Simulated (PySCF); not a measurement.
Fe³⁺: ionisation energy

Fe³⁺ [Ar] 3d5 [3d3/2^4 3d5/2^1, M_J = 5/2] → Fe⁴⁺ [Ar] 3d4 [3d3/2^4, M_J = 0], as a difference of total energies. All numbers are calculated (PySCF 2.14, the two-component X2C-1e Hamiltonian, in x2c-TZVPPall-2c (6s7p4d2f1g, 70 functions)). Correlated levels: [Ne] frozen. "Screened" scales the spin-orbit matrix elements by Boettger's factors to mimic the two-electron term; Breit and QED terms are absent.

```csv
method,ionisation energy (eV)
GHF (spin-free),53.719
GMP2 (spin-free),54.840
GHF (screened spin-orbit),53.644
GMP2 (screened spin-orbit),54.765
```

How much does correlation contribute at GMP2 (screened spin-orbit)?

54.765 − (53.644) = 1.121 eV, measured against GHF (screened spin-orbit).

Errors of the correlated levels include the incompleteness of this basis and the frozen core.

The labels give the starting determinants; with spin-orbit coupling the two ends relaxed to ⟨J²⟩ = 8.75, ⟨L²⟩ = 0.00, ⟨S²⟩ = 8.75 and ⟨J²⟩ = 3.90, ⟨L²⟩ = 6.00, ⟨S²⟩ = 6.00.

The determinant of Fe⁴⁺ mixes levels of different J (the jj label is only the starting occupation), so the difference between spin-free and spin-orbit rows is not the physical spin-orbit shift.

For comparison: 54.91 ± 0.04 eV (measured; NIST Atomic Spectra Database, ionization energies).
